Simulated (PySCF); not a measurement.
## Computed properties of SnBr2, SMILES [Br][Sn][Br]

SnBr2, SMILES [Br][Sn][Br] (connectivity only; charge and spin as stated), neutral, multiplicity 1. Geometry: ωB97X-D3(BJ)/def2-SVP. The isomer is the one that the SMILES or the coordinates give; other isomers of the formula were not compared. The def2 effective core potentials stand for the cores of Sn; spin–orbit coupling is left out. The values are those of a single conformer. All values are computed for the isolated molecule unless a solvent is named; none is compared with measurement here.

**Structure.** The optimised structure has C2v symmetry. All 3 harmonic modes at ωB97X-D3(BJ)/def2-SVP (PySCF) are real, so it is a minimum. With heavy atoms numbered as in [Sn:1]([Br:2])[Br:3], the shortest bond between them is Sn1–Br2 at 2.507 Å and the longest Sn1–Br3 at 2.507 Å.

**Vibrations.** The strongest infrared lines (harmonic, unscaled, degenerate partners summed) lie at 262 cm⁻¹ (64 km/mol, Br 56 %, Sn 44 %), 267 cm⁻¹ (31 km/mol, Br 61 %, Sn 39 %), 82 cm⁻¹ (1 km/mol, Br 82 %, Sn 18 %). The softest mode is at 82 cm⁻¹ and the zero-point energy is 0.9 kcal/mol.

**Electronic structure.** B3LYP/def2-TZVPD (PySCF) places the frontier levels at -7.56 and -3.43 eV, a gap of 4.13 eV, and gives a dipole moment of 3.01 D and a mean polarisability of 89.4 bohr³.

**Excitations.** TDA-B3LYP/def2-SVPD (PySCF) has S1 at 3.40 eV (365 nm, f = 0.016, weak); the most intense of the 10 singlets computed lies at 5.73 eV (f = 0.12). T1 (TDA) is at 2.63 eV, 0.77 eV under S1. No vertical singlet excitation falls in the visible range (under 3.1 eV).
